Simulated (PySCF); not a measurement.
**Frontier levels across methods**

Species: C3H7NSSi.
Cartesian coordinates in Å at the PBE0-D3(BJ)/def2-SVP level; atoms count from 1:
```xyz
13
C3H7NSSi angstrom
N     -2.3785    2.0690   -0.3895
C     -2.0987    1.0308    0.0394
C     -1.6816   -0.2636    0.5555
S     -0.7999   -1.2618   -0.6824
C      0.6120   -0.1724   -1.0364
Si     1.9164   -0.1742    0.3350
H     -1.0715   -0.1159    1.4610
H     -2.5650   -0.8541    0.8421
H      0.2483    0.8391   -1.2852
H      1.0560   -0.5757   -1.9606
H      1.2884    0.2035    1.6377
H      2.5010   -1.5412    0.4566
H      2.9983    0.8091    0.0229
```

Basis pcSseg-1 throughout (PySCF), one geometry. The structure is a single PBE0-D3(BJ)/def2-SVP conformer in the gas phase; no vibrational or solvent corrections.

Task: How do the orbital energies, the gap and the dipole change with the method?

Result: 
```json
{"method": "BLYP", "kind": "GGA", "HOMO (eV)": "-5.68", "LUMO (eV)": "-1.19", "gap (eV)": "4.50", "μ (D)": "2.70", "SCF cycles": "15"}
{"method": "B97-D", "kind": "GGA", "HOMO (eV)": "-5.84", "LUMO (eV)": "-1.26", "gap (eV)": "4.58", "μ (D)": "2.71", "SCF cycles": "16"}
{"method": "OPBE", "kind": "GGA", "HOMO (eV)": "-5.85", "LUMO (eV)": "-1.25", "gap (eV)": "4.59", "μ (D)": "2.64", "SCF cycles": "15"}
{"method": "PBE", "kind": "GGA", "HOMO (eV)": "-5.85", "LUMO (eV)": "-1.35", "gap (eV)": "4.50", "μ (D)": "2.68", "SCF cycles": "16"}
{"method": "KT3", "kind": "GGA", "HOMO (eV)": "-5.94", "LUMO (eV)": "-1.34", "gap (eV)": "4.60", "μ (D)": "2.66", "SCF cycles": "16"}
{"method": "KT2", "kind": "GGA", "HOMO (eV)": "-5.95", "LUMO (eV)": "-1.43", "gap (eV)": "4.52", "μ (D)": "2.69", "SCF cycles": "16"}
{"method": "LDA", "kind": "LDA", "HOMO (eV)": "-5.97", "LUMO (eV)": "-1.60", "gap (eV)": "4.37", "μ (D)": "2.77", "SCF cycles": "15"}
{"method": "BP86", "kind": "GGA", "HOMO (eV)": "-5.97", "LUMO (eV)": "-1.47", "gap (eV)": "4.50", "μ (D)": "2.71", "SCF cycles": "15"}
{"method": "B3LYP", "kind": "global hybrid", "HOMO (eV)": "-6.84", "LUMO (eV)": "-0.54", "gap (eV)": "6.30", "μ (D)": "2.78", "SCF cycles": "14"}
{"method": "B97-2", "kind": "global hybrid", "HOMO (eV)": "-6.85", "LUMO (eV)": "-0.39", "gap (eV)": "6.46", "μ (D)": "2.76", "SCF cycles": "13"}
{"method": "PBE0", "kind": "global hybrid", "HOMO (eV)": "-7.09", "LUMO (eV)": "-0.34", "gap (eV)": "6.75", "μ (D)": "2.77", "SCF cycles": "14"}
{"method": "mPW1PW91", "kind": "global hybrid", "HOMO (eV)": "-7.12", "LUMO (eV)": "-0.35", "gap (eV)": "6.78", "μ (D)": "2.79", "SCF cycles": "14"}
{"method": "BHandHLYP", "kind": "global hybrid", "HOMO (eV)": "-8.19", "LUMO (eV)": "0.81", "gap (eV)": "9.00", "μ (D)": "2.87", "SCF cycles": "12"}
{"method": "CAM-B3LYP", "kind": "range-separated hybrid", "HOMO (eV)": "-8.40", "LUMO (eV)": "0.86", "gap (eV)": "9.26", "μ (D)": "2.81", "SCF cycles": "12"}
{"method": "wB97X-D", "kind": "range-separated hybrid", "HOMO (eV)": "-8.97", "LUMO (eV)": "1.45", "gap (eV)": "10.42", "μ (D)": "2.81", "SCF cycles": "13"}
{"method": "LC-wPBE", "kind": "range-separated hybrid", "HOMO (eV)": "-9.80", "LUMO (eV)": "2.04", "gap (eV)": "11.84", "μ (D)": "2.79", "SCF cycles": "15"}
{"method": "HF", "kind": "Hartree–Fock", "HOMO (eV)": "-9.94", "LUMO (eV)": "3.34", "gap (eV)": "13.28", "μ (D)": "2.98", "SCF cycles": "12"}
```

The HOMO spans 4.26 eV, from BLYP down to HF, and the gap runs from 4.37 eV (LDA) to 13.28 eV (HF). Over the methods BLYP (0 %), B97-D (0 %), OPBE (0 %), PBE (0 %), KT3 (0 %), KT2 (0 %), LDA (0 %), BP86 (0 %), B3LYP (20 %), B97-2 (21 %), PBE0 (25 %), mPW1PW91 (25 %), BHandHLYP (50 %), HF (100 %), a straight line through the gap against the share of exact exchange rises by 0.88 eV for each 10 % (correlation coefficient 1.000). The dipole ranges from 2.64 D (OPBE) to 2.98 D (HF). This basis has no diffuse functions.
